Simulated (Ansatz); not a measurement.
`F[Si]1(Cl)[CH2][AlH]1` at its PBE0-D4/def2-TZVP geometry, where that method's forces vanish. The species carries charge 0 and has multiplicity 1.

```xyz
8

F    -1.0721    1.2555    1.8581
Si   -0.8816    0.4787    0.4761
Cl   -2.6274   -0.5601    0.1427
C     0.6013   -0.6290    0.2752
Al    0.5788    0.5305   -1.3282
H     1.4267   -0.1292    0.8212
H     0.6468   -1.7018    0.4579
H     1.3275    0.7554   -2.7030
```

(1) What forces (eV/Å) does PBE-D4/def2-TZVPP give on these atoms in Ansatz? (An estimate is asked.)

Answers

(1) Ansatz gave: 
```
F1  -0.060  0.337  0.597
Si2  0.036 -0.037 -0.375
Cl3 -0.256 -0.170 -0.076
C4   0.013 -0.073 -0.025
Al5  0.010  0.106 -0.119
H6   0.153  0.066  0.092
H7   0.024 -0.228  0.044
H8   0.080  0.000 -0.139
```
